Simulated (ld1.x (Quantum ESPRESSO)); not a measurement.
# Pseudopotential generation for ruthenium: TM, PBE, scalar-relativistic.

Ru (Z = 44), norm-conserving Troullier–Martins (Kleinman–Bylander form), made with ld1.x (Quantum ESPRESSO) 7.5 (PBE, scalar-relativistic). Core [Ar] 3d10, reference 4s2 4p6 4d7 5s0.5 5p0 (charge +0.5). Waves: 4s (bound): rc 1.10 bohr; 4p (bound): rc 1.00 bohr; 4f channel at -0.05 Ry: rc 1.10 bohr; 4d (bound): rc 1.30 bohr. Local part: the d channel. Core correction: none.

Occupied shells without a wave of their own: 5s. They enter only through the test configuration that unscreens the potential.

Poles of the logarithmic derivatives, all-electron (AE) and pseudo (PS). s: poles at -3.1 (AE) and -3.1 (PS) Ry. p: poles at -0.0 (AE) and -0.1 (PS) Ry. d: poles at 4.7 (AE) and 4.6 (PS) Ry. f: poles at no energy (AE) and no energy (PS) Ry. Test radius 1.40 bohr.

- Cutoffs needed: 140 Ry and 230 Ry (the cutoffs (Ry, on a coarse ladder) from which the occupation-weighted sum of valence levels, in a spherical-Bessel basis at the reference potential, stays within 10 and 1 mRy of its value at 400 Ry)
- Ghost test: no extra level below or beside the all-electron valence levels (s, p, f, d tested) (spherical-Bessel basis up to 400 Ry, 20 bohr box)
- Largest excitation error: +11 meV (all-electron minus pseudo) for 4s2 4p6 4d4 5s0 5p0, out of 7 test configurations
